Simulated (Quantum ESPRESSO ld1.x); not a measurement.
Charge is removed step by step from the 4s1/2 level of Rb2+, starting from [Ar] 3d10 4s2 4p5. All-electron calculation, Dirac Kohn-Sham, LDA (Slater exchange, Perdew-Zunger correlation), spin-unpolarised, spherical densities, point nucleus; open shells are shared between the two j in proportion to 2j + 1. Program: ld1.x of Quantum ESPRESSO 7.5.

\begin{tabular}{lrrr}
removed (e) & E - E(0) (eV) & eigenvalue (eV) & E minus straight line (eV) \\ \hline
0 & 0.000 & -50.514 & 0.000 \\
0.1 & 5.122 & -51.922 & -0.646 \\
0.2 & 10.384 & -53.338 & -1.150 \\
0.3 & 15.790 & -54.764 & -1.513 \\
0.4 & 21.338 & -56.197 & -1.732 \\
0.5 & 27.029 & -57.640 & -1.808 \\
0.6 & 32.866 & -59.090 & -1.739 \\
0.7 & 38.848 & -60.549 & -1.524 \\
0.8 & 44.976 & -62.015 & -1.163 \\
0.9 & 51.251 & -63.490 & -0.656 \\
1 & 57.674 & -64.972 & 0.000 \\
\end{tabular}

Removing the whole electron costs 57.674 eV by Delta-SCF, against 50.514 eV from minus the eigenvalue at the starting occupation. Slater's transition state (half an electron removed) gives 57.640 eV. Integrating minus the eigenvalue over the occupation (Janak's theorem) gives 57.674 eV. The mean slope of the eigenvalue, de/dn, is 14.5 eV per electron.
